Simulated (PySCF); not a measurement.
Compound: C2H10OSi2.
Structure used (PBE0-D3(BJ)/def2-SVP), in Å, numbered top down from 1:
```xyz
15
C2H10OSi2 angstrom
C     -2.629   -0.933   -0.055
Si    -1.483    0.525    0.107
O      0.079   -0.058   -0.034
C      1.222    0.760    0.071
Si     2.761   -0.331   -0.124
H     -3.679   -0.614    0.028
H     -2.428   -1.672    0.736
H     -2.492   -1.426   -1.030
H     -1.643    1.204    1.434
H     -1.737    1.545   -0.962
H      1.262    1.283    1.048
H      1.231    1.553   -0.704
H      2.785   -1.372    0.947
H      3.989    0.517   -0.012
H      2.747   -0.999   -1.459
```

Level of theory: PBE0-D3(BJ)/def2-SVP geometry optimisation, gas phase (PySCF).

Take the most abundant isotopes and a rigid rotor. The values belong to one conformer with, in the numbering `[CH3:1][SiH2:2][O:3][CH2:4][SiH3:5]`, C1–Si2–O3–C4 -178°, Si2–O3–C4–Si5 179°.

Question: What are A, B and C (MHz)?

Answer: Ia = 54.30, Ib = 447.54, Ic = 483.56 u·Å²; 505379 MHz·u·Å²/I gives A = 9308, B = 1129, C = 1045 MHz.

Question: What kind of rotor is it?

Answer: A near-prolate asymmetric top. Ray's parameter κ = (2B − A − C)/(A − C) = -0.980; −1 is the prolate and +1 the oblate limit.

Question: Is it planar, by Δ = Ic − Ia − Ib?

Answer: Not planar: Δ = Ic − Ia − Ib = -18.27 u·Å². For a rigid frame Δ = −2 Σ m c², so Σ m c² = 9.14 u·Å² lies off the ab plane: 9.13 from hydrogen and 0.01 from heavier atoms. The atom farthest from that plane is 1.23 Å away.

Question: Give the other two planar moments, Paa and Pbb, and the rms extents of the mass along the axes.

Answer: Paa = Σ m a² = (Ib + Ic − Ia)/2 = 438.40 and Pbb = Σ m b² = (Ia + Ic − Ib)/2 = 45.16 u·Å². With the mass M = 106.03 u, the rms extents √(P/M) along a, b and c are 2.03, 0.65, 0.29 Å.

Question: List the rotational levels J(Ka,Kc) to J = 3 (cm⁻¹).

Answer: Above 0(0,0):
J = 1: 1(0,1) 0.0725, 1(1,1) 0.3453, 1(1,0) 0.3481
J = 2: 2(0,2) 0.2176, 2(1,2) 0.4876, 2(1,1) 0.4960, 2(2,1) 1.3144, 2(2,0) 1.3144
J = 3: 3(0,3) 0.4351, 3(1,3) 0.7009, 3(1,2) 0.7178, 3(2,2) 1.5320, 3(2,1) 1.5321, 3(3,1) 2.9030, 3(3,0) 2.9030
The levels of one J sum to (2J + 1)J(J + 1)(A + B + C)/3.

Question: Which types of transition are allowed, and where do some lines up to J = 5 fall?

Answer: The dipole components are |μa| = 0.70 D, |μb| = 0.53 D, |μc| = 0.03 D. Intensities carry the squares of the components, which stand as 1.00 : 0.56 : 0.00 (a : b : c). Some of the stronger lines:

```
type  branch         J(Ka,Kc)    MHz  lower level (cm⁻¹)
   b       Q  1(1,0) ← 1(0,1)   8262               0.073
   a       R  4(0,4) ← 3(0,3)   8691               0.435
   a       R  4(3,1) ← 3(3,0)   8699               2.903
   a       R  5(0,5) ← 4(0,4)  10859               0.725
   b       Q  2(2,0) ← 2(1,1)  24535               0.496
   b       R  3(2,2) ← 2(1,1)  31058               0.496
   b       R  4(2,2) ← 3(1,3)  33620               0.701
   b       R  5(2,3) ← 4(1,4)  35976               0.985
   b       Q  3(3,0) ← 3(2,1)  41099               1.532
   b       Q  5(3,3) ← 5(2,4)  41107               2.185
   b       R  5(4,2) ← 4(3,1)  68414               3.193
```

No PBE0-D3(BJ)/def2-SVP frequencies stand behind this structure, so it isn't proved a minimum. Constants of a rigid frame at the computed geometry: no zero-point averaging, no centrifugal distortion. A rigid rotor knows nothing of internal rotation, which can split or shift real lines.
